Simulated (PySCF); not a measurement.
Br4Hf, singlet, at a GFN2-xTB geometry (such geometries of metal compounds can be far from the true shape) (core potentials on Hf). Base run: DF-B3LYP/def2-SVP (PySCF).

The PySCF input:
```python
from pyscf import gto, scf, dft

mol = gto.Mole()
mol.atom = '''
    Hf   -0.00000000   -0.00000000    0.00000000
    Br    1.95644910   -0.56764226   -1.43548939
    Br    0.75742969    0.30243203    2.35486215
    Br   -1.04328436    2.11147723   -0.81471605
    Br   -1.67059443   -1.84626701   -0.10465671
'''
mol.basis = 'def2-svp'
mol.ecp = {'Hf': 'def2-svp'}
mol.verbose = 4
mol.build()

mf = dft.RKS(mol)
mf.xc = 'b3lyp'
mf = mf.density_fit(auxbasis='def2-universal-jkfit')
mf.kernel()
```

The base run was repeated with changes; each row names its change, and settings that it needs were set with it.

```json
[
 {"change": "base", "ΔE vs base (µEh)": "0.0", "SCF cycles": "10", "outcome": "converged"},
 {"change": "init_guess = mod_huckel", "ΔE vs base (µEh)": "0.0", "SCF cycles": "23", "outcome": "converged"},
 {"change": "level_shift = 0.5 (with mf.max_cycle = 100)", "ΔE vs base (µEh)": "0.0", "SCF cycles": "19", "outcome": "converged"},
 {"change": "conv_tol = 1e-11", "ΔE vs base (µEh)": "0.0", "SCF cycles": "14", "outcome": "converged"},
 {"change": "diis = off; damp = 0.6 (with mf.diis_start_cycle = 200; with mf.max_cycle = 150)", "ΔE vs base (µEh)": "0.0", "SCF cycles": "18", "outcome": "converged"},
 {"change": "diis_space = 20", "ΔE vs base (µEh)": "0.0", "SCF cycles": "10", "outcome": "converged"},
 {"change": "init_guess = vsap", "ΔE vs base (µEh)": "-", "SCF cycles": "-", "outcome": "input refused"},
 {"change": "diis_space = 12", "ΔE vs base (µEh)": "0.0", "SCF cycles": "10", "outcome": "converged"},
 {"change": "solver = newton; init_guess = 1e", "ΔE vs base (µEh)": "-", "SCF cycles": "-", "outcome": "cut at the time limit"},
 {"change": "init_guess = 1e", "ΔE vs base (µEh)": "0.0", "SCF cycles": "18", "outcome": "converged"},
 {"change": "conv_tol_grad = 1e-7", "ΔE vs base (µEh)": "0.0", "SCF cycles": "12", "outcome": "converged"},
 {"change": "conv_tol = 1e-6", "ΔE vs base (µEh)": "0.0", "SCF cycles": "7", "outcome": "converged"},
 {"change": "diis = off (with mf.max_cycle = 100)", "ΔE vs base (µEh)": "-", "SCF cycles": "100", "outcome": "not converged"}
]
```

- init_guess = vsap: ended with `AssertionError: ECP or PP not supported`
